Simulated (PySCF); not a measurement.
Gas-phase reaction: TiCl3OH → TiOCl2 + HCl

Method: PySCF energies plus ideal-gas RRHO corrections (1 bar). † marks an energy on the PBE0/def2-TZVP geometry and frequencies; other levels use their own. MP2 freezes the core. All species are closed-shell singlets. B3LYP is the form with VWN-RPA correlation. TiCl3OH: computed as isolated molecules; such fragments, hydroxides, amides, oligomers or adducts are transient or little studied in the gas. MP2 isn't extrapolated to the basis-set limit. Warning, point group unlike the PBE0 one: TiOCl2 (PBE/def2-SVP).

```json
[
 {"level": "B3LYP/def2-TZVP†", "ΔH°(298 K), kJ": "217"},
 {"level": "M06-2X/def2-TZVP†", "ΔH°(298 K), kJ": "243"},
 {"level": "MP2/def2-SVP†", "ΔH°(298 K), kJ": "(withheld)"},
 {"level": "PBE/def2-SVP", "ΔH°(298 K), kJ": "(withheld)"},
 {"level": "PBE0/def2-SVP†", "ΔH°(298 K), kJ": "226"}
]
```

**Question.** Some entries are withheld; supply them.

**Answer.** 
- MP2/def2-SVP†, ΔH°(298 K), kJ: 147
- PBE/def2-SVP, ΔH°(298 K), kJ: 223
